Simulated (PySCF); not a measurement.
# Polarisability and C₆ of Au(2+) (gold, charge +2)

[Xe] 4f14 5d9, 2D determinant. All numbers are calculated (PySCF 2.14, scalar relativity through the core potential, in aug-cc-pVTZ-PP with one added diffuse shell each of s, p, d, f, g type with ECP60MDF (7s7p6d4f3g, 113 functions)). Coupled (time-dependent) response in atomic units; α is the mean over directions.

```csv
method,mean α (bohr³),"α xx, yy, zz",C₆ (like pair),S(−4)
r2SCANh,8.706,"8.560, 8.560, 8.998",57.39,15.04
```

S(−4) is the Cauchy moment in α(ω) = α(0) + S(−4) ω² + …

Spin-orbit coupling is absent.

α(iu) at r2SCANh:

```csv
u (hartree),α(iu) (bohr³)
0,8.706
0.0500,8.669
0.100,8.560
0.200,8.169
0.300,7.635
0.500,6.486
0.750,5.255
1.00,4.306
1.50,3.007
2.00,2.196
3.00,1.294
5.00,0.5848
```

For an ion, C₆ is the dispersion term alone; charge-induced terms of lower order in 1/R come first.

The components differ because the open shell of this determinant is not spherical; for a pure term their mean is the scalar polarisability.

Energies and moments cover only the electrons outside the core potential. Spin-orbit coupling, absent here, splits the open shell strongly.
